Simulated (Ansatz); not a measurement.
# Nudged elastic band run: AlH$_{6}$NOSi

The input (input.yaml):

```yaml
crystal:
  periodic: [false, false, false]
  atoms:
    - { symbol: Al, position_ang: [-0.528981, 0.372545, 0.222513] }
    - { symbol: Si, position_ang: [1.562499, -0.894631, 0.074354] }
    - { symbol: "N", position_ang: [-1.532199, 0.597342, -1.21806] }
    - { symbol: H, position_ang: [-1.310513, 0.251904, -2.1464] }
    - { symbol: O, position_ang: [-1.140206, 1.071395, 1.657133] }
    - { symbol: H, position_ang: [1.354811, -2.344325, 0.390414] }
    - { symbol: H, position_ang: [2.146851, -0.826953, -1.302658] }
    - { symbol: H, position_ang: [2.60248, -0.388658, 1.025785] }
    - { symbol: H, position_ang: [-2.419248, 1.092298, -1.230748] }
    - { symbol: H, position_ang: [-0.735592, 1.069083, 2.52757] }
basis:
  gaussian: { orbitals: def2-SVP }
hamiltonian:
  xc: b3lyp
  dispersion: d4
neb:
  order_check: false
  images: 8
  f_tol: 0.05
  max_iterations: 60
  climbing: false
  final_atoms:
    - { symbol: Al, position_ang: [-1.23916461, 0.68838223, 0.00233737] }
    - { symbol: Si, position_ang: [1.56657938, -0.89977658, -0.18235851] }
    - { symbol: "N", position_ang: [-2.48872634, 1.34345924, -0.87370583] }
    - { symbol: H, position_ang: [0.32373768, -0.28243678, -0.827746] }
    - { symbol: O, position_ang: [-0.47293156, 0.36102192, 1.49195459] }
    - { symbol: H, position_ang: [1.14449409, -2.00300417, 0.7126258] }
    - { symbol: H, position_ang: [2.33980332, -1.4290294, -1.34037062] }
    - { symbol: H, position_ang: [2.32564358, 0.16991598, 0.50783592] }
    - { symbol: H, position_ang: [-2.73058201, 1.41538502, -1.85555368] }
    - { symbol: H, position_ang: [-0.76895154, 0.63608254, 2.36488396] }
  initial_path:
    images:
      - { positions_ang: [[-0.528981, 0.372545, 0.222513], [1.562499, -0.894631, 0.074354], [-1.532199, 0.597342, -1.21806], [-1.310513, 0.251904, -2.1464], [-1.140206, 1.071395, 1.657133], [1.354811, -2.344325, 0.390414], [2.146851, -0.826953, -1.302658], [2.60248, -0.388658, 1.025785], [-2.419248, 1.092298, -1.230748], [-0.735592, 1.069083, 2.52757]] }
      - { positions_ang: [[-0.59871825, 0.44034871, 0.29248037], [1.49943333, -0.8736558, -0.00239284], [-1.50856092, 0.55895958, -1.19062715], [-1.08121151, 0.1395593, -1.92905383], [-1.11046908, 1.11701163, 1.74808249], [1.27390532, -2.32159431, 0.21887176], [2.11603339, -0.7436047, -1.34813759], [2.54435274, -0.46538045, 0.96397366], [-2.33805805, 0.95890266, -1.37563143], [-0.79680497, 1.18945339, 2.62233756]] }
      - { positions_ang: [[-0.66845551, 0.50815242, 0.36244773], [1.43636767, -0.85268061, -0.07913968], [-1.48492284, 0.52057716, -1.16319429], [-0.85191003, 0.02721459, -1.71170765], [-1.08073216, 1.16262826, 1.83903198], [1.19299964, -2.29886363, 0.04732952], [2.08521579, -0.6602564, -1.39361719], [2.48622549, -0.54210291, 0.90216231], [-2.2568681, 0.82550732, -1.52051486], [-0.85801795, 1.30982378, 2.71710512]] }
      - { positions_ang: [[-0.73819276, 0.57595613, 0.4324151], [1.373302, -0.83170541, -0.15588652], [-1.46128476, 0.48219473, -1.13576144], [-0.62260854, -0.08513011, -1.49436148], [-1.05099524, 1.2082449, 1.92998147], [1.11209396, -2.27613294, -0.12421272], [2.05439818, -0.57690809, -1.43909678], [2.42809823, -0.61882536, 0.84035097], [-2.17567815, 0.69211199, -1.66539828], [-0.91923092, 1.43019417, 2.81187269]] }
      - { positions_ang: [[-0.80793001, 0.64375984, 0.50238246], [1.31023633, -0.81073021, -0.23263336], [-1.43764668, 0.44381231, -1.10832858], [-0.39330706, -0.19747481, -1.2770153], [-1.02125831, 1.25386153, 2.02093096], [1.03118828, -2.25340225, -0.29575496], [2.02358057, -0.49355979, -1.48457638], [2.36997098, -0.69554782, 0.77853963], [-2.0944882, 0.55871665, -1.81028171], [-0.9804439, 1.55056456, 2.90664025]] }
      - { positions_ang: [[-0.8868393, 0.67885286, 0.4779185], [1.31068971, -0.81130194, -0.26115697], [-1.5439275, 0.52671423, -1.07006701], [-0.21172365, -0.25684601, -1.13049819], [-0.94711671, 1.17493118, 2.0025778], [1.00781973, -2.21547772, -0.25995365], [2.04501972, -0.56045717, -1.48876667], [2.33921137, -0.63348404, 0.72098973], [-2.12908087, 0.59461521, -1.87970456], [-0.98415051, 1.5024534, 2.88856402]] }
      - { positions_ang: [[-0.97492063, 0.6812352, 0.35902322], [1.37466213, -0.8334206, -0.24145736], [-1.78012721, 0.73090048, -1.02097672], [-0.07785832, -0.2632437, -1.05481014], [-0.82857042, 0.97145387, 1.874922], [1.04198832, -2.16235933, -0.01680879], [2.11871562, -0.77760023, -1.45166766], [2.33581943, -0.43263404, 0.66770128], [-2.27945615, 0.79980766, -1.87366684], [-0.93035077, 1.28586069, 2.75764401]] }
      - { positions_ang: [[-1.06300196, 0.68361755, 0.24012794], [1.43863455, -0.85553926, -0.22175774], [-2.01632692, 0.93508673, -0.97188642], [0.05600701, -0.26964139, -0.97912209], [-0.71002413, 0.76797655, 1.7472662], [1.07615691, -2.10924094, 0.22633607], [2.19241152, -0.99474329, -1.41456865], [2.33242748, -0.23178403, 0.61441283], [-2.42983144, 1.00500012, -1.86762912], [-0.87655102, 1.06926797, 2.62672399]] }
      - { positions_ang: [[-1.15108329, 0.68599989, 0.12123265], [1.50260696, -0.87765792, -0.20205813], [-2.25252663, 1.13927299, -0.92279613], [0.18987235, -0.27603909, -0.90343405], [-0.59147785, 0.56449923, 1.6196104], [1.1103255, -2.05612256, 0.46948094], [2.26610742, -1.21188635, -1.37746963], [2.32903553, -0.03093402, 0.56112437], [-2.58020672, 1.21019257, -1.8615914], [-0.82275128, 0.85267526, 2.49580398]] }
      - { positions_ang: [[-1.23916461, 0.68838223, 0.00233737], [1.56657938, -0.89977658, -0.18235851], [-2.48872634, 1.34345924, -0.87370583], [0.32373768, -0.28243678, -0.827746], [-0.47293156, 0.36102192, 1.49195459], [1.14449409, -2.00300417, 0.7126258], [2.33980332, -1.4290294, -1.34037062], [2.32564358, 0.16991598, 0.50783592], [-2.73058201, 1.41538502, -1.85555368], [-0.76895154, 0.63608254, 2.36488396]] }
```

Command:

```bash
$ ansatz run input.yaml --threads 2 --pin off --max-ram 3072MiB --backend cpu --events-out ev --progress --plain --runs-dir out
```

Output, in part (warnings, iteration lines, the closing report on the highest movable image, with atoms numbered from 0):

```
NEB end point (image 0): max|allowed force component| = 2.010e-2 eV/Å (the criterion of neb.relax_end_points is 1.000e-2)
NEB end point (image 9): max|allowed force component| = 2.150e-2 eV/Å (the criterion of neb.relax_end_points is 1.000e-2)
NEB iter   1: max|band force component| = 6.029e0 eV/Å  barrier→ = 4.6318 eV  barrier← = 1.7516 eV  Δτ_max = 0.2000 Å  (258 SCF iters)
NEB iter   2: max|band force component| = 2.510e0 eV/Å  barrier→ = 3.8432 eV  barrier← = 0.9630 eV  Δτ_max = 0.1999 Å  (222 SCF iters)
NEB iter   3: max|band force component| = 1.689e0 eV/Å  barrier→ = 3.6132 eV  barrier← = 0.7330 eV  Δτ_max = 0.2000 Å  (225 SCF iters)
NEB iter   4: max|band force component| = 1.296e0 eV/Å  barrier→ = 3.7059 eV  barrier← = 0.8257 eV  Δτ_max = 0.2000 Å  (226 SCF iters)
NEB iter   5: max|band force component| = 8.780e-1 eV/Å  barrier→ = 3.6064 eV  barrier← = 0.7262 eV  Δτ_max = 0.2000 Å  (222 SCF iters)
NEB iter   6: max|band force component| = 1.500e0 eV/Å  barrier→ = 3.6996 eV  barrier← = 0.8194 eV  Δτ_max = 0.0997 Å  (222 SCF iters)
NEB iter   7: max|band force component| = 7.455e-1 eV/Å  barrier→ = 3.5470 eV  barrier← = 0.6669 eV  Δτ_max = 0.1105 Å  (209 SCF iters)
NEB iter   8: max|band force component| = 8.045e-1 eV/Å  barrier→ = 3.5184 eV  barrier← = 0.6382 eV  Δτ_max = 0.0570 Å  (209 SCF iters)
NEB iter   9: max|band force component| = 7.055e-1 eV/Å  barrier→ = 3.4920 eV  barrier← = 0.6118 eV  Δτ_max = 0.0572 Å  (205 SCF iters)
NEB iter  10: max|band force component| = 7.345e-1 eV/Å  barrier→ = 3.4705 eV  barrier← = 0.5903 eV  Δτ_max = 0.0284 Å  (216 SCF iters)
NEB iter  11: max|band force component| = 5.010e-1 eV/Å  barrier→ = 3.4650 eV  barrier← = 0.5848 eV  Δτ_max = 0.0286 Å  (211 SCF iters)
NEB iter  12: max|band force component| = 2.476e-1 eV/Å  barrier→ = 3.4696 eV  barrier← = 0.5894 eV  Δτ_max = 0.0569 Å  (213 SCF iters)
NEB iter  13: max|band force component| = 2.834e-1 eV/Å  barrier→ = 3.4891 eV  barrier← = 0.6089 eV  Δτ_max = 0.0289 Å  (212 SCF iters)
NEB iter  14: max|band force component| = 3.136e-1 eV/Å  barrier→ = 3.4948 eV  barrier← = 0.6146 eV  Δτ_max = 0.0142 Å  (209 SCF iters)
NEB iter  15: max|band force component| = 1.728e-1 eV/Å  barrier→ = 3.4833 eV  barrier← = 0.6031 eV  Δτ_max = 0.0285 Å  (204 SCF iters)
NEB iter  16: max|band force component| = 9.802e-2 eV/Å  barrier→ = 3.4672 eV  barrier← = 0.5870 eV  Δτ_max = 0.0285 Å  (206 SCF iters)
NEB iter  17: max|band force component| = 1.194e-1 eV/Å  barrier→ = 3.4576 eV  barrier← = 0.5774 eV  Δτ_max = 0.0142 Å  (206 SCF iters)
NEB iter  18: max|band force component| = 1.188e-1 eV/Å  barrier→ = 3.4535 eV  barrier← = 0.5733 eV  Δτ_max = 0.0142 Å  (206 SCF iters)
NEB iter  19: max|band force component| = 1.265e-1 eV/Å  barrier→ = 3.4481 eV  barrier← = 0.5680 eV  Δτ_max = 0.0283 Å  (207 SCF iters)
NEB iter  20: max|band force component| = 1.394e-1 eV/Å  barrier→ = 3.4351 eV  barrier← = 0.5549 eV  Δτ_max = 0.0282 Å  (207 SCF iters)
NEB iter  21: max|band force component| = 1.459e-1 eV/Å  barrier→ = 3.4175 eV  barrier← = 0.5373 eV  Δτ_max = 0.0286 Å  (206 SCF iters)
NEB iter  22: max|band force component| = 1.389e-1 eV/Å  barrier→ = 3.4018 eV  barrier← = 0.5216 eV  Δτ_max = 0.0284 Å  (206 SCF iters)
NEB iter  23: max|band force component| = 1.207e-1 eV/Å  barrier→ = 3.3814 eV  barrier← = 0.5012 eV  Δτ_max = 0.0285 Å  (202 SCF iters)
NEB iter  24: max|band force component| = 1.260e-1 eV/Å  barrier→ = 3.3690 eV  barrier← = 0.4888 eV  Δτ_max = 0.0283 Å  (203 SCF iters)
NEB iter  25: max|band force component| = 1.365e-1 eV/Å  barrier→ = 3.3434 eV  barrier← = 0.4632 eV  Δτ_max = 0.0142 Å  (204 SCF iters)
NEB iter  26: max|band force component| = 1.186e-1 eV/Å  barrier→ = 3.3235 eV  barrier← = 0.4434 eV  Δτ_max = 0.0142 Å  (204 SCF iters)
NEB iter  27: max|band force component| = 9.483e-2 eV/Å  barrier→ = 3.3037 eV  barrier← = 0.4235 eV  Δτ_max = 0.0282 Å  (195 SCF iters)
NEB iter  28: max|band force component| = 1.100e-1 eV/Å  barrier→ = 3.2475 eV  barrier← = 0.3673 eV  Δτ_max = 0.0282 Å  (194 SCF iters)
NEB iter  29: max|band force component| = 1.028e-1 eV/Å  barrier→ = 3.2683 eV  barrier← = 0.3881 eV  Δτ_max = 0.0286 Å  (193 SCF iters)
NEB iter  30: max|band force component| = 1.355e-1 eV/Å  barrier→ = 3.2880 eV  barrier← = 0.4078 eV  Δτ_max = 0.0143 Å  (190 SCF iters)
NEB iter  31: max|band force component| = 1.366e-1 eV/Å  barrier→ = 3.2893 eV  barrier← = 0.4091 eV  Δτ_max = 0.0142 Å  (196 SCF iters)
NEB iter  32: max|band force component| = 1.336e-1 eV/Å  barrier→ = 3.2955 eV  barrier← = 0.4153 eV  Δτ_max = 0.0142 Å  (195 SCF iters)
NEB iter  33: max|band force component| = 1.279e-1 eV/Å  barrier→ = 3.3148 eV  barrier← = 0.4346 eV  Δτ_max = 0.0286 Å  (194 SCF iters)
NEB iter  34: max|band force component| = 1.219e-1 eV/Å  barrier→ = 3.3495 eV  barrier← = 0.4694 eV  Δτ_max = 0.0574 Å  (193 SCF iters)
NEB iter  35: max|band force component| = 1.111e-1 eV/Å  barrier→ = 3.3803 eV  barrier← = 0.5001 eV  Δτ_max = 0.0571 Å  (194 SCF iters)
NEB iter  36: max|band force component| = 1.159e-1 eV/Å  barrier→ = 3.3921 eV  barrier← = 0.5119 eV  Δτ_max = 0.0572 Å  (195 SCF iters)
NEB iter  37: max|band force component| = 1.589e-1 eV/Å  barrier→ = 3.3974 eV  barrier← = 0.5172 eV  Δτ_max = 0.0285 Å  (194 SCF iters)
NEB iter  38: max|band force component| = 1.208e-1 eV/Å  barrier→ = 3.4109 eV  barrier← = 0.5307 eV  Δτ_max = 0.0287 Å  (196 SCF iters)
NEB iter  39: max|band force component| = 1.345e-1 eV/Å  barrier→ = 3.4164 eV  barrier← = 0.5362 eV  Δτ_max = 0.0287 Å  (197 SCF iters)
NEB iter  40: max|band force component| = 1.557e-1 eV/Å  barrier→ = 3.4369 eV  barrier← = 0.5567 eV  Δτ_max = 0.0286 Å  (195 SCF iters)
NEB iter  41: max|band force component| = 1.613e-1 eV/Å  barrier→ = 3.4471 eV  barrier← = 0.5669 eV  Δτ_max = 0.0284 Å  (195 SCF iters)
NEB iter  42: max|band force component| = 1.386e-1 eV/Å  barrier→ = 3.4464 eV  barrier← = 0.5662 eV  Δτ_max = 0.0285 Å  (198 SCF iters)
NEB iter  43: max|band force component| = 1.125e-1 eV/Å  barrier→ = 3.4433 eV  barrier← = 0.5631 eV  Δτ_max = 0.0285 Å  (194 SCF iters)
NEB iter  44: max|band force component| = 9.479e-2 eV/Å  barrier→ = 3.4414 eV  barrier← = 0.5613 eV  Δτ_max = 0.0283 Å  (192 SCF iters)
NEB iter  45: max|band force component| = 7.580e-2 eV/Å  barrier→ = 3.4405 eV  barrier← = 0.5603 eV  Δτ_max = 0.0284 Å  (198 SCF iters)
NEB iter  46: max|band force component| = 7.722e-2 eV/Å  barrier→ = 3.4393 eV  barrier← = 0.5591 eV  Δτ_max = 0.0143 Å  (193 SCF iters)
NEB iter  47: max|band force component| = 7.614e-2 eV/Å  barrier→ = 3.4382 eV  barrier← = 0.5580 eV  Δτ_max = 0.0142 Å  (192 SCF iters)
NEB iter  48: max|band force component| = 4.818e-2 eV/Å  barrier→ = 3.4371 eV  barrier← = 0.5569 eV  Δτ_max = 0.0000 Å  (396 SCF iters)
Total energy: -18102.38963707 eV, -665.2505489219 hartree
Atom 0 at    -1.118291     0.506624     0.356640 Å, force    -0.024268     0.002042    -0.013645 eV/Å
Atom 1 at     1.276924    -0.774309    -0.278608 Å, force     0.000309     0.022092    -0.020699 eV/Å
Atom 2 at    -1.495598     0.692767    -1.270529 Å, force     0.001513     0.000750     0.002497 eV/Å
Atom 3 at    -0.046163    -0.052963    -0.999363 Å, force     0.021561    -0.033443     0.018168 eV/Å
Atom 4 at    -1.032084     0.502952     2.046264 Å, force     0.023614     0.008228    -0.016269 eV/Å
Atom 5 at     1.029576    -2.012309     0.515404 Å, force    -0.009280     0.005521     0.000917 eV/Å
Atom 6 at     1.951167    -1.144154    -1.556594 Å, force     0.005554    -0.002587     0.010887 eV/Å
Atom 7 at     2.175835     0.134514     0.492847 Å, force     0.000874    -0.003883     0.006961 eV/Å
Atom 8 at    -2.186671     1.039927    -1.929246 Å, force    -0.017724     0.011314     0.000318 eV/Å
Atom 9 at    -0.554793     1.106951     2.623089 Å, force    -0.002153    -0.010034     0.010865 eV/Å
Dipole moment:     0.158245     0.181693     0.308201 e Å
```

The forces met the threshold. Neighbouring images differ by up to 1.8 eV, so the band resolves the path poorly. No image climbed, so the highest image needn't sit at the top of the path. The orbitals stay closed-shell, which can raise the energy where a bond breaks towards radicals; this wasn't checked here.

Final band (atoms are numbered from 1 in the order of the input):

| image | path coordinate (Å) | energy (eV) | Al1–Si2 (Å) | N3–H4 (Å) | Si2–H4 (Å) |
| --- | --- | --- | --- | --- | --- |
| 0 | 0.00 | 0.00 | 2.45 | 1.02 | 3.81 |
| 1 | 0.68 | 0.00 | 2.45 | 1.01 | 3.82 |
| 2 | 1.36 | 0.07 | 2.43 | 1.02 | 3.33 |
| 3 | 2.04 | 0.43 | 2.43 | 1.02 | 2.82 |
| 4 | 2.72 | 1.64 | 2.54 | 1.09 | 2.26 |
| 5 | 3.40 | 3.44 | 2.79 | 1.65 | 1.67 |
| 6 | 4.08 | 3.08 | 3.17 | 2.18 | 1.51 |
| 7 | 4.76 | 2.95 | 3.20 | 2.54 | 1.51 |
| 8 | 5.44 | 2.94 | 3.21 | 2.81 | 1.52 |
| 9 | 6.12 | 2.88 | 3.23 | 3.25 | 1.53 |

The run took 12 min on 2 threads of Arm Neoverse V1, with other jobs on the host, peak memory 0.19 GiB.
